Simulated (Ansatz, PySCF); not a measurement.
SnOF2, SMILES [O]=[Sn]([F])[F].

Coordinates come from a B3LYP-D3(BJ)/def2-SVP optimisation. The def2 effective core potentials stand for the cores of Sn; spin–orbit coupling is left out.

Vertical ionisation energy (IE) and electron affinity (EA) in eV. Rows of orbital energies are one-electron estimates. Where ΔSCF, EOM or ADC give a negative EA the extra electron is unbound and the value depends on the basis.

```tsv
level	IE	EA
−ε(HOMO), −ε(LUMO), B3LYP/def2-TZVPD (PySCF)	8.89	4.53
−ε(HOMO), −ε(LUMO), PBE/def2-TZVPD (PySCF)	7.46	5.11
ΔSCF, CAM-B3LYP/def2-SVPD (Ansatz), final states of multiplicity 2 and 2	11.34	2.37
ΔSCF, PBE/def2-SVPD (Ansatz), final states of multiplicity 2 and 2	11.39	2.17
```

### Question
What vertical singlet–triplet gap does ΔSCF give with CAM-B3LYP/def2-SVPD (Ansatz, a first-principles code) and with PBE/def2-SVPD (Ansatz)? (The exact figures need the calculation; the answer reports its results.)

### Answer
2.10 and 2.43 eV (triplet above singlet where positive).
